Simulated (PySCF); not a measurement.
PySCF job for 4H-1,3,5-dioxazine (C3H5NO2), SMILES C1N=COCO1, TDDFT-PBE/def2-SVPD. Coordinates come from a ωB97X-D3(BJ)/def2-SVP optimisation. Other conformers were not sampled.

```python
import numpy as np
from pyscf import gto, scf, dft, tdscf

mol = gto.M(
    atom='''
    C     1.32118700   -0.10355137    0.21664105
    N     0.89863870    1.07777211    0.05730356
    C    -0.49744836    1.25667891   -0.24381829
    O    -1.16241295    0.05387282   -0.60140672
    C    -0.81996140   -0.96415601    0.26910222
    O     0.57651272   -1.23209749    0.22420653
    H     2.38565937   -0.32109268    0.37531355
    H    -0.59838412    1.92629329   -1.11041975
    H    -0.99716010    1.73243683    0.62335088
    H    -1.33390748   -1.88323694   -0.03964134
    H    -1.08214009   -0.70683690    1.31632321
    ''',
    basis='def2-SVPD',
    charge=0,
    spin=0,
    max_memory=1600,
    verbose=4,
)
mf = dft.RKS(mol, xc='pbe').density_fit(auxbasis='def2-universal-jkfit')
mf.grids.level = 3
mf.conv_tol = 1e-9
mf.max_cycle = 100
mf.kernel()
mf.grids = dft.Grids(mol).set(level=1).build(with_non0tab=True)  # coarser grid for the response kernel
td = tdscf.TDDFT(mf)
td.singlet = True
td.nstates = 10
td.conv_tol = 1e-4
td.positive_eig_threshold = 1e-6
td.kernel(x0=td.get_init_guess(mf, 15))
td.analyze()
tt = tdscf.TDA(mf)
tt.singlet = False
tt.nstates = 4
tt.conv_tol = 1e-4
tt.positive_eig_threshold = 1e-6
tt.kernel(x0=tt.get_init_guess(mf, 9))
tt.analyze(verbose=3)
```

Program output:

```
PySCF version 2.14.0

[INPUT] verbose = 4
[INPUT] num. atoms = 11
[INPUT] num. electrons = 46
[INPUT] charge = 0
[INPUT] spin (= nelec alpha-beta = 2S) = 0
[INPUT] symmetry False subgroup None
[INPUT] Mole.unit = angstrom
[INPUT] Symbol           X                Y                Z      unit          X                Y                Z       unit  Magmom
[INPUT]  1 C      1.321187000000  -0.103551370000   0.216641050000 AA    2.496681589336  -0.195683729124   0.409392251838 Bohr   0.0
[INPUT]  2 N      0.898638700000   1.077772110000   0.057303560000 AA    1.698181027935   2.036694112595   0.108288034363 Bohr   0.0
[INPUT]  3 C     -0.497448360000   1.256678910000  -0.243818290000 AA   -0.940041161514   2.374778966417  -0.460749792260 Bohr   0.0
[INPUT]  4 O     -1.162412950000   0.053872820000  -0.601406720000 AA   -2.196642119148   0.101804875358  -1.136493990273 Bohr   0.0
[INPUT]  5 C     -0.819961400000  -0.964156010000   0.269102220000 AA   -1.549502478715  -1.821990800253   0.508529495312 Bohr   0.0
[INPUT]  6 O      0.576512720000  -1.232097490000   0.224206530000 AA    1.089451148128  -2.328326814864   0.423688937039 Bohr   0.0
[INPUT]  7 H      2.385659370000  -0.321092680000   0.375313550000 AA    4.508242835802  -0.606777225803   0.709239820338 Bohr   0.0
[INPUT]  8 H     -0.598384120000   1.926293290000  -1.110419750000 AA   -1.130782104089   3.640166753687  -2.098389210808 Bohr   0.0
[INPUT]  9 H     -0.997160100000   1.732436830000   0.623350880000 AA   -1.884359491344   3.273831136810   1.177962442707 Bohr   0.0
[INPUT] 10 H     -1.333907480000  -1.883236940000  -0.039641340000 AA   -2.520719812709  -3.558802044264  -0.074911275811 Bohr   0.0
[INPUT] 11 H     -1.082140090000  -0.706836900000   1.316323210000 AA   -2.044948398512  -1.335728155737   2.487490358308 Bohr   0.0

nuclear repulsion = 249.933196886611
number of shells = 70
number of NR pGTOs = 236
number of NR cGTOs = 166
basis = def2-SVPD
ecp = {}


[settings echo left out]
init E= -322.708486852121
  HOMO = -0.300456282118807  LUMO = -0.0783782036289127  gap/eV = 6.04305
cycle= 1 E= -321.806967829578  delta_E= 0.902  |g|= 0.761  |ddm|= 5.02
  HOMO = -0.130295934134714  LUMO = -0.0121505846872934  gap/eV = 3.21490
cycle= 2 E= -321.51038271798  delta_E= 0.297  |g|= 1.45  |ddm|= 2.74
  HOMO = -0.22278841204801  LUMO = -0.0307923673866832  gap/eV = 5.22448
cycle= 3 E= -321.912739572358  delta_E= -0.402  |g|= 0.137  |ddm|= 1.85
  HOMO = -0.231149558109202  LUMO = -0.0431499576847276  gap/eV = 5.11573
cycle= 4 E= -321.915882263229  delta_E= -0.00314  |g|= 0.0702  |ddm|= 0.289
  HOMO = -0.228030835435259  LUMO = -0.0389298899829522  gap/eV = 5.14570
cycle= 5 E= -321.916830327989  delta_E= -0.000948  |g|= 0.022  |ddm|= 0.119
  HOMO = -0.228184632570565  LUMO = -0.0383427069655218  gap/eV = 5.16586
cycle= 6 E= -321.916892857896  delta_E= -6.25e-05  |g|= 0.0126  |ddm|= 0.0327
  HOMO = -0.227986287944869  LUMO = -0.0386993076122497  gap/eV = 5.15076
cycle= 7 E= -321.916928449135  delta_E= -3.56e-05  |g|= 0.00366  |ddm|= 0.0156
  HOMO = -0.228158775235524  LUMO = -0.0388241576280275  gap/eV = 5.15206
cycle= 8 E= -321.916931096853  delta_E= -2.65e-06  |g|= 0.000796  |ddm|= 0.00479
  HOMO = -0.228146741625971  LUMO = -0.0388050621346383  gap/eV = 5.15225
cycle= 9 E= -321.916931229427  delta_E= -1.33e-07  |g|= 0.000109  |ddm|= 0.000936
  HOMO = -0.2281344176504  LUMO = -0.0387918912112259  gap/eV = 5.15227
cycle= 10 E= -321.91693123186  delta_E= -2.43e-09  |g|= 4.38e-05  |ddm|= 0.000196
  HOMO = -0.228139178954874  LUMO = -0.0387963117867711  gap/eV = 5.15228
cycle= 11 E= -321.916931232341  delta_E= -4.81e-10  |g|= 3.58e-06  |ddm|= 5.93e-05
  HOMO = -0.228138951902864  LUMO = -0.0387961782223116  gap/eV = 5.15228
Extra cycle  E= -321.916931232337  delta_E= 3.64e-12  |g|= 5.31e-06  |ddm|= 1.2e-05
converged SCF energy = -321.916931232337
tot grids = 43384
Overwritten attributes  positive_eig_threshold  of <class 'pyscf.tdscf.rks.CasidaTDDFT'>


******** <class 'pyscf.tdscf.rks.CasidaTDDFT'> for <class 'pyscf.df.df_jk.DFRKS'> ********
nstates = 10 singlet
deg_eia_thresh = 1.000e-03
wfnsym = None
conv_tol = 0.0001
eigh lindep = 1e-12
eigh level_shift = 0
eigh max_cycle = 100


Excitation energies (eV)
[5.46384906 6.13081751 6.26851025 6.51675213 6.99668151 7.08502431
 7.16569469 7.21897759 7.37377563 7.46841476]

** Singlet excitation energies and oscillator strengths **
Excited State   1:      5.46385 eV    226.92 nm  f=0.0095
      21 -> 24        0.11348
      22 -> 24        0.19584
      23 -> 24       -0.66541
Excited State   2:      6.13082 eV    202.23 nm  f=0.0165
      21 -> 24        0.65639
      22 -> 24       -0.24737
Excited State   3:      6.26851 eV    197.79 nm  f=0.0064
      22 -> 24       -0.15262
      23 -> 25       -0.68358
Excited State   4:      6.51675 eV    190.25 nm  f=0.0314
      21 -> 24       -0.19969
      22 -> 24       -0.48838
      22 -> 25       -0.36881
      23 -> 24       -0.17060
      23 -> 25        0.16490
Excited State   5:      6.99668 eV    177.20 nm  f=0.0492
      22 -> 24        0.27475
      22 -> 25       -0.57031
      23 -> 26        0.16315
      23 -> 27        0.15200
Excited State   6:      7.08502 eV    174.99 nm  f=0.0081
      22 -> 25       -0.10152
      23 -> 26       -0.68260
      23 -> 27        0.10361
Excited State   7:      7.16569 eV    173.02 nm  f=0.0071
      21 -> 25       -0.69162
      23 -> 27        0.12829
Excited State   8:      7.21898 eV    171.75 nm  f=0.0415
      21 -> 25       -0.11295
      22 -> 25       -0.10827
      23 -> 27       -0.65857
Excited State   9:      7.37378 eV    168.14 nm  f=0.0083
      23 -> 28       -0.69600
Excited State  10:      7.46841 eV    166.01 nm  f=0.0272
      20 -> 24       -0.65854
      23 -> 29       -0.16243

** Transition electric dipole moments (AU) **
state          X           Y           Z        Dip. S.      Osc.
  1         0.0613     -0.2312      0.1161      0.0707      0.0095
  2         0.2732     -0.0687     -0.1751      0.1100      0.0165
  3        -0.0642     -0.1695     -0.0924      0.0414      0.0064
  4         0.0466     -0.4023      0.1810      0.1968      0.0314
  5         0.0218      0.5351     -0.0162      0.2871      0.0492
  6        -0.1436      0.0024     -0.1608      0.0465      0.0081
  7         0.0314     -0.0263      0.1974      0.0406      0.0071
  8        -0.1107      0.4535     -0.1299      0.2348      0.0415
  9         0.1833     -0.0548     -0.0959      0.0458      0.0083
 10        -0.3425      0.1704     -0.0497      0.1488      0.0272

** Transition velocity dipole moments (imaginary part, AU) **
state          X           Y           Z        Dip. S.      Osc.
  1         0.0106     -0.0457      0.0293      0.0031      0.0102
  2         0.0628     -0.0159     -0.0414      0.0059      0.0175
  3        -0.0145     -0.0396     -0.0187      0.0021      0.0062
  4         0.0130     -0.0919      0.0462      0.0108      0.0299
  5         0.0069      0.1358      0.0021      0.0185      0.0480
  6        -0.0370      0.0007     -0.0402      0.0030      0.0077
  7         0.0058     -0.0050      0.0560      0.0032      0.0081
  8        -0.0246      0.1222     -0.0364      0.0169      0.0424
  9         0.0516     -0.0155     -0.0260      0.0036      0.0088
 10        -0.0905      0.0459     -0.0131      0.0105      0.0254

** Transition magnetic dipole moments (imaginary part, AU) **
state          X           Y           Z
  1        -0.3452      0.6080      0.1316
  2         0.3646     -0.1446      0.3675
  3         0.2172     -0.0589      0.5217
  4         0.1111      0.2077      1.0428
  5        -0.3144      0.2177     -0.7358
  6         0.3006      0.0663     -0.2451
  7         0.1349      0.0660     -0.0355
  8         0.1912     -0.3163     -0.4855
  9        -0.1951      0.0742      0.5426
 10         0.3629      0.2713      0.0800
Overwritten attributes  positive_eig_threshold  of <class 'pyscf.tdscf.rks.TDA'>


******** <class 'pyscf.tdscf.rks.TDA'> for <class 'pyscf.df.df_jk.DFRKS'> ********
nstates = 4 triplet
deg_eia_thresh = 1.000e-03
wfnsym = None
conv_tol = 0.0001
eigh lindep = 1e-12
eigh level_shift = 0
eigh max_cycle = 100


Excitation energies (eV)
[4.69687863 5.15301211 5.90368767 6.18829491]

** Triplet excitation energies and oscillator strengths **
Excited State   1:      4.69688 eV    263.97 nm  f=0.0000
Excited State   2:      5.15301 eV    240.61 nm  f=0.0000
Excited State   3:      5.90369 eV    210.01 nm  f=0.0000
Excited State   4:      6.18829 eV    200.35 nm  f=0.0000
```

Self-consistency was reached.

Cost: about 100 core-seconds (a rough figure).
